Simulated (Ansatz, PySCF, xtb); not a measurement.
Complex: HF (SMILES F) (first 2 atoms) with CH2O2 (SMILES O=CO); geometry from B3LYP-D3(BJ)/def2-TZVP, rigid monomers moved along the line of their centres of mass till H2···O3 is 1.49 Å.
(charge 0, multiplicity 1):
```xyz
7

F      0.3902     0.0014     0.4621
H     -0.1553    -0.4725     1.0950
O     -0.6676    -0.7876     2.4544
C     -0.0863    -0.0380     3.2119
O      0.8142     0.8632     2.8638
H     -0.2571    -0.0357     4.2926
H      0.9420     0.8335     1.8891
```

Interaction energies are E(AB) − E(A) − E(B) at the monomers' geometry in the complex; basis-set methods are counterpoise corrected. Rows marked so take none.

Cores are frozen in the correlated methods. CBS(a, b) extrapolates the correlation energy as X⁻³ and adds the Hartree–Fock energy of set b. Rows in 6-31G* carry no dispersion term and start afresh at each structure (6-31G* with six Cartesian d functions).

Run with Ansatz (Gaussian orbitals); PySCF for 6-31G* rows, the dispersion terms; xtb for the GFN methods. Each number belongs to the level named beside it.

| level | interaction energy (meV) |
|---|---|
| GFN2-xTB | -501.9 |
| PBE/def2-TZVPPD | -508.0 |
| PBE-D4/def2-TZVPPD | -538.4 |
| BP86/6-31G* (no counterpoise) | -733.7 |
| PBE0-D3(BJ)/def2-TZVPPD | -564.4 |
| PBE0-D4/def2-TZVPPD | -561.9 |
| wB97X-V/def2-TZVPPD | -514.6 |
| wB97M-V/def2-TZVPPD | -510.5 |
| MP2/CBS(aug-cc-pVDZ, aug-cc-pVTZ) + ΔCCSD(T)/aug-cc-pVDZ | [?] |

**Question.** Complete the blanks.

**Answer.** 
- MP2/CBS(aug-cc-pVDZ, aug-cc-pVTZ) + ΔCCSD(T)/aug-cc-pVDZ, interaction energy (meV): -463.4

Ansatz is a quantum-chemistry and plane-wave program.
